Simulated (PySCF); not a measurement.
Two species compared at the same levels of theory.

First species: C6H10Si2.
SMILES with atom numbers: `[SiH3:1][c:2]1[cH:3][cH:4][c:5]([SiH3:6])[cH:7][cH:8]1` (hydrogens: H9, H10, H11 on Si1; H12 on C3; H13 on C4; H14, H15, H16 on Si6; H17 on C7; H18 on C8)

Structure used (GFN2-xTB), in Å, numbered top down from 1:
```
atom  x, y, z in Å
Si1   -3.2615   -0.4779   -0.1299
C2    -1.3978   -0.2096   -0.0364
C3    -0.5975   -0.9093    0.8616
C4     0.7697   -0.7102    0.9096
C5     1.3970    0.1979    0.0619
Si6    3.2604    0.4835    0.1078
C7     0.5955    0.8985   -0.8370
C8    -0.7699    0.6997   -0.8849
H9    -3.5882   -1.1832   -1.3731
H10   -3.9341    0.8238   -0.1224
H11   -3.6906   -1.2736    1.0214
H12   -1.0549   -1.6208    1.5361
H13    1.3633   -1.2681    1.6216
H14    3.8242   -0.2145    1.2645
H15    3.5231    1.9214    0.2145
H16    3.8650   -0.0269   -1.1265
H17    1.0525    1.6141   -1.5078
H18   -1.3651    1.2614   -1.5927
```

Second species: Me3SiCl, C3H9ClSi.
Z-matrix (Å and degrees, GFN2-xTB geometry), rows numbered from 1:
```
C 
Si  1  1.9050
C   2  1.9051  1  110.72
C   2  1.9050  1  110.76  3  -123.23
Cl  2  2.0449  1  108.15  3   118.33
H   1  1.0857  2  111.28  3    61.56
H   1  1.0865  2  111.37  3  -178.28
H   1  1.0864  2  111.27  3   -58.44
H   3  1.0864  2  111.31  1   178.14
H   3  1.0857  2  111.29  1   -61.77
H   3  1.0864  2  111.31  1    58.34
H   4  1.0857  2  111.27  1    61.41
H   4  1.0864  2  111.34  1   -58.63
H   4  1.0864  2  111.35  1  -178.49
```

Levels: CAM-B3LYP/def2-SVPD for dipole moment, HOMO energy, LUMO energy, HOMO–LUMO gap, static isotropic polarisability and electronic spatial extent ⟨r²⟩ about the centre of nuclear charge; TDDFT CAM-B3LYP/def2-SVPD for lowest singlet excitation; TDA CAM-B3LYP/def2-SVPD for lowest triplet excitation (Tamm–Dancoff). Geometries: GFN2-xTB. Each species is one conformer at its optimised geometry, gas phase, non-relativistic unless stated. Electronic properties by PySCF.

**Question.** Which has the higher HOMO energy?

**Answer.** The first: -8.60 eV against -9.75 eV, a difference of 1.15 eV.

**Question.** Which has the higher HOMO–LUMO gap?

**Answer.** The second: 10.77 eV against 8.71 eV, a difference of 2.06 eV.

**Question.** Which of the two has the higher T1 energy, and by how much?

**Answer.** The second: 7.79 eV against 4.01 eV, a difference of 3.78 eV.

**Question.** Which of the two has the higher ⟨r²⟩, and by how much?

**Answer.** The first: 1916 bohr² against 777 bohr², a difference of 1139 bohr².

**Question.** Which of the two has the higher dipole moment, and by how much?

**Answer.** The second: 2.03 D against 0.02 D, a difference of 2.01 D.

**Question.** Which of the two has the higher S1 energy, and by how much?

**Answer.** The second: 8.00 eV against 5.32 eV, a difference of 2.68 eV.

**Question.** Which has the higher static isotropic polarisability?

**Answer.** The first: 123.7 au against 76.1 au, a difference of 47.6 au.

**Question.** Which has the higher LUMO energy?

**Answer.** The second: 1.02 eV against 0.11 eV, a difference of 0.91 eV.

On the first: The 8 singlets span 5.32 to 7.14 eV, and their oscillator strengths add up to 1.49. The polarisability is 18.34 Å³ as a volume (1 au = 0.148185 Å³), or 1.67 au for each of the 74 electrons.

On the second: The polarisability is 11.28 Å³ as a volume (1 au = 0.148185 Å³), or 1.31 au for each of the 58 electrons. The 8 singlets span 8.00 to 9.09 eV, and their oscillator strengths add up to 0.32.
